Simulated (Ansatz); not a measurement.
(KSH)4 ring (K₄H₄S₄), relaxed as a singlet with RKS r2SCAN-D4/def2-SVP in Ansatz, starting from the GFN2-xTB geometry. Force threshold 0.02 eV/Å.

Another isomer (singlet) lies 1.14 eV lower at PBE0-D4/def2-TZVP; other spin states weren't run for this one.

Start:

Cartesian coordinates in Å:
```
K 0.7969 3.3626 1.3939
K -2.8038 -0.8799 2.3669
K -0.8738 -3.3536 -1.4547
K 2.7428 0.8942 -2.3948
S -1.4245 1.7620 2.6225
S -2.8541 -3.4572 0.8164
S 1.2771 -1.6982 -2.7015
S 2.8800 3.4247 -0.7713
H -1.6428 2.2287 3.8398
H -2.2959 -4.3161 1.6533
H 1.7425 -2.3275 -3.7662
H 2.4555 4.3605 -1.6044
```

```json
{"step": "1", "energy (eV)": "-108685.9005", "largest force component (eV/Å)": "0.813", "SCF passes": "16"}
{"step": "2", "energy (eV)": "-108685.9523", "largest force component (eV/Å)": "0.317", "SCF passes": "18"}
{"step": "3", "energy (eV)": "-108685.9553", "largest force component (eV/Å)": "0.577", "SCF passes": "17"}
{"step": "4", "energy (eV)": "-108685.9747", "largest force component (eV/Å)": "0.012", "SCF passes": "17"}
{"step": "5 (rejected)", "energy (eV)": "-108685.9687", "largest force component (eV/Å)": "0.581", "SCF passes": "22"}
{"step": "6", "energy (eV)": "-108685.9784", "largest force component (eV/Å)": "0.184", "SCF passes": "17"}
{"step": "7", "energy (eV)": "-108685.9803", "largest force component (eV/Å)": "0.283", "SCF passes": "17"}
{"step": "8", "energy (eV)": "-108685.9853", "largest force component (eV/Å)": "0.173", "SCF passes": "17"}
{"step": "9", "energy (eV)": "-108685.9918", "largest force component (eV/Å)": "0.010", "SCF passes": "17"}
{"step": "10", "energy (eV)": "-108685.9942", "largest force component (eV/Å)": "0.085", "SCF passes": "16"}
{"step": "11 (rejected)", "energy (eV)": "-108685.9934", "largest force component (eV/Å)": "0.313", "SCF passes": "17"}
{"step": "12", "energy (eV)": "-108685.9960", "largest force component (eV/Å)": "0.027", "SCF passes": "16"}
{"step": "13", "energy (eV)": "-108685.9965", "largest force component (eV/Å)": "0.243", "SCF passes": "17"}
{"step": "14", "energy (eV)": "-108685.9988", "largest force component (eV/Å)": "0.059", "SCF passes": "16"}
{"step": "15", "energy (eV)": "-108685.9995", "largest force component (eV/Å)": "0.004", "SCF passes": "17"}
{"step": "16 (rejected)", "energy (eV)": "-108685.9992", "largest force component (eV/Å)": "0.195", "SCF passes": "17"}
{"step": "17", "energy (eV)": "-108686.0000", "largest force component (eV/Å)": "0.029", "SCF passes": "18"}
{"step": "18", "energy (eV)": "-108686.0001", "largest force component (eV/Å)": "0.097", "SCF passes": "16"}
{"step": "19", "energy (eV)": "-108686.0003", "largest force component (eV/Å)": "0.025", "SCF passes": "17"}
{"step": "20", "energy (eV)": "-108686.0004", "largest force component (eV/Å)": "0.001", "SCF passes": "12"}
```

Force components are those of the run's own axes.

End:

```xyz
12

K     0.4846    3.4413    1.4656
K    -2.9438   -0.5451    2.2840
K    -0.4867   -3.4258   -1.4605
K     2.9378    0.5610   -2.2811
S    -1.8546    2.1976    2.9073
S    -2.6247   -3.0491    0.6333
S     1.8878   -2.2055   -2.8632
S     2.5917    3.0825   -0.6625
H    -1.2451    1.9126    4.0809
H    -2.1268   -3.8658    1.5899
H     1.3284   -1.9726   -4.0724
H     2.0513    3.8689   -1.6214
```

By distances, no bond broke or formed. The bond that changes most is S7–H11, from 1.32 to 1.35 Å (atoms count from 1).

The force fell under the threshold at step 4, but the optimiser went on and released 0.026 eV more. No frequencies were taken in this run, so the end may be a saddle point.

Hardware: 4 threads of Arm Neoverse V1 on a shared host. Wall time 2.3 min.
